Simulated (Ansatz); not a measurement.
`BN[SiH2]NC`, relaxed with RKS PBE-D4/def2-SVP in Ansatz 0.2.0 from a rough embedded geometry. The force threshold is 0.03 eV/Å; the program also tests the step.

Charge 0, multiplicity 1.

Start:

```xyz
14

B    -0.757    2.273   -0.844
N    -0.288    0.880   -0.924
Si    0.444    0.431    0.664
N     0.921   -1.323    0.613
C    -0.142   -2.194    0.389
H    -1.867    2.631   -1.019
H     0.032    3.176   -0.606
H     0.440    0.829   -1.608
H    -0.629    0.573    1.686
H     1.541    1.298    0.947
H     1.613   -1.355   -0.262
H    -0.896   -2.107    1.213
H    -0.633   -1.910   -0.568
H     0.222   -3.203    0.317
```

(1) By how much does the energy fall, and how many steps does the optimiser take? (An estimate is asked.)

(2) Which bonds change most? (Best estimate.)

(3) Give the relaxed structure. (An estimate is asked.)

Answers

(1) The calculation gave: 45.83 kcal/mol, in 17 steps.

(2) Ansatz gave: N4–H11 from 1.116 to 1.022 Å; Si3–N4 from 1.819 to 1.733 Å; Si3–H10 from 1.426 to 1.503 Å; B1–N2 from 1.473 to 1.409 Å.

(3) The calculation gave: 
```xyz
14

B    -0.944    2.128   -0.867
N     0.277    1.461   -0.647
Si    0.714    0.457    0.762
N     0.796   -1.250    0.476
C    -0.338   -2.096    0.148
H    -1.813    2.064   -0.015
H    -1.117    2.754   -1.899
H     0.980    1.531   -1.392
H    -0.352    0.762    1.771
H     2.101    0.843    1.195
H     1.706   -1.662    0.262
H    -1.272   -1.641    0.537
H    -0.487   -2.250   -0.948
H    -0.251   -3.100    0.618
```
